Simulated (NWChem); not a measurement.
# ZnBr$_{2}$; SMILES [Br][Zn][Br]

```xyz
3

Zn     0.0000     0.0000     0.0119
Br     2.2195     0.0000    -0.0048
Br    -2.2195     0.0000    -0.0048
```
Atoms are numbered in this order, from 1.

Geometry: optimised at B3LYP/6-31G* (spherical d).

Spin-orbit effects, on the heavy nuclei and on their neighbours, are missing.

Task: Give the principal values of the shielding tensors (ppm) of Zn1, Br2 from BHandHLYP/pcSseg-1, GIAO (NWChem), with their diamagnetic and paramagnetic parts as GIAO splits them.

Result: 
```csv
atom,σ11,σ22,σ33,isotropic,diamagnetic,paramagnetic
Zn1,1295.2,1295.2,2535.2,1708.5,2522.4,-813.9
Br2,2826.4,2826.5,3132.8,2928.6,3122.9,-194.3
```
